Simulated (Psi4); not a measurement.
C3H5, doublet, geometry from GFN2-xTB; WB97M-V/6-31G* (Psi4).

Input for Psi4:
```
memory 2 GB

molecule {
0 2
C     1.21930413   -0.01255927   -0.15192021
C    -0.05035630    0.42088717    0.13622292
H     1.39641854   -1.02027681   -0.48494024
H     2.07179450    0.63423331   -0.05547914
H    -0.17289208    1.44506354    0.46770440
C    -1.17491144   -0.35848292    0.03182994
H    -2.15056839    0.02417330    0.26857681
H    -1.10897088   -1.38226320   -0.29265777
}

set {
  basis 6-31g*
  reference uks
}

energy('wb97m-v')
print_variables()
```

What the program printed (banner, timings and long lists left out):

```
   => Loading Basis Set <=

    Name: 6-31G*
    Role: ORBITAL
    Keyword: BASIS

         ---------------------------------------------------------
                                   SCF
               by Justin Turney, Rob Parrish, Andy Simmonett
                          and Daniel G. A. Smith
                              UKS Reference
         ---------------------------------------------------------

  ==> Geometry <==

    Molecular point group: c1
    Full point group: C1

    Geometry (in Angstrom), charge = 0, multiplicity = 2:

       Center              X                  Y                   Z               Mass
    ------------   -----------------  -----------------  -----------------  -----------------
         C            1.220169198078    -0.019789679214    -0.154260377542    12.000000000000
         C           -0.049491231922     0.413656760786     0.133882752458    12.000000000000
         H            1.397283608078    -1.027507219214    -0.487280407542     1.007825032230
         H            2.072659568078     0.627002900786    -0.057819307542     1.007825032230
         H           -0.172027011922     1.437833130786     0.465364232458     1.007825032230
         C           -1.174046371922    -0.365713329214     0.029489772458    12.000000000000
         H           -2.149703321922     0.016942890786     0.266236642458     1.007825032230
         H           -1.108105811922    -1.389493609214    -0.294997937542     1.007825032230

  Running in c1 symmetry.

  Rotational constants: A =      1.84127  B =      0.35277  C =      0.29605 [cm^-1]
  Rotational constants: A =  55199.78578  B =  10575.82083  C =   8875.37302 [MHz]
  Nuclear repulsion =   65.496023160495739

  Charge       = 0
  Multiplicity = 2
  Electrons    = 23
  Nalpha       = 12
  Nbeta        = 11

  ==> Algorithm <==

  SCF Algorithm Type is DF.
  DIIS enabled.
  MOM disabled.
  Fractional occupation disabled.
  Guess Type is SAD.
  Energy threshold   = 1.00e-06
  Density threshold  = 1.00e-06
  Integral threshold = 1.00e-12

  ==> Primary Basis <==

  Basis Set: 6-31G*
    Blend: 6-31G*
    Number of shells: 28
    Number of basis functions: 55
    Number of Cartesian functions: 55
    Spherical Harmonics?: false
    Max angular momentum: 2

  ==> DFT Potential <==

   => LibXC <=

    Version 7.1.2
    S. Lehtola, C. Steigemann, M. J. T. Oliveira, and M. A. L. Marques,  SoftwareX 7, 1–5 (2018) (10.1016/j.softx.2017.11.002)

   => Composite Functional: WB97M-V <=

[...]
      Ntotal   =   22.9999901341 ; deviation = -9.866e-06

   @Spin Contamination Metric:   3.361731623E-02
   @S^2 Expected:                7.500000000E-01
   @S^2 Observed:                7.836173162E-01
   @S   Expected:                5.000000000E-01
   @S   Observed:                5.000000000E-01

    Orbital Energies [Eh]
    ---------------------

    Alpha Occupied:

[...]
    Alpha Virtual:

[...]
      55A      4.478338

    Beta Occupied:

[...]
    Beta Virtual:

[...]
    Final Occupation by Irrep:
              A
    DOCC [    11 ]
    SOCC [     1 ]
    NA   [    12 ]
    NB   [    11 ]

  @DF-UKS Final Energy:  -117.17953686674106

   => Energetics <=

    Nuclear Repulsion Energy =             65.4960231604957386
    One-Electron Energy =                -285.6441028605557904
    Two-Electron Energy =                 115.3758454625348691
    DFT Exchange-Correlation Energy =     -12.4991243911214305
    Empirical Dispersion Energy =           0.0000000000000000
    VV10 Nonlocal Energy =                  0.0918217619055626
    Total Energy =                       -117.1795368667410600

  UHF NO Occupations:
  HONO-2 :   10  A 1.9996931
  HONO-1 :   11  A 1.9842109
  HONO-0 :   12  A 1.0000000
  LUNO+0 :   13  A 0.0157891
  LUNO+1 :   14  A 0.0003069
  LUNO+2 :   15  A 0.0002650
  LUNO+3 :   16  A 0.0001693

Computation Completed

Properties will be evaluated at   0.000000,   0.000000,   0.000000 [a0]

Properties computed using the SCF density matrix

 Multipole Moments:

 ------------------------------------------------------------------------------------
     Multipole            Electronic (a.u.)      Nuclear  (a.u.)        Total (a.u.)
 ------------------------------------------------------------------------------------

 L = 1.  Multiply by 2.5417464519 to convert [e a0] to [Debye]
 Dipole X            :         -0.0404989            0.0375991           -0.0028998
 Dipole Y            :          0.3384972           -0.3142603            0.0242369
 Dipole Z            :          0.1095568           -0.1017124            0.0078444
 Magnitude           :                                                    0.0256392

 ------------------------------------------------------------------------------------

  Variable Map:
  ----------------------------------------------------------------------------
[...]
  Array Variable Map:
  ----------------------------------------------------------------------------
[...]
[...]
```
